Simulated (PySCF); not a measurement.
Vertical excitations of a molecule ClGeH₅OSi from TDDFT-PBE/def2-SVPD (PySCF), as energy in eV (oscillator strength): 6.03 (0.003), 6.49 (0.005), 6.66 (0.017), 6.70 (0.002), 6.95 (0.022), 7.01 (0.008), 7.13 (0.034), 7.21 (0.038), 7.34 (0.002), 7.48 (0.000). Lowest triplet (TDA): 5.78 eV. The structure is a stationary point at PBE0-D3(BJ)/def2-SVP. The values are those of a single conformer.

**Question.** Identify the compound among the candidates.
(A) O[Si@H](Cl)[GeH3]
(B) O[SiH2][GeH2][Cl]
(C) [SiH3][O][GeH2][Cl]
(D) Cl[SiH2][O][GeH3]

**Answer.** D, Cl[SiH2][O][GeH3]
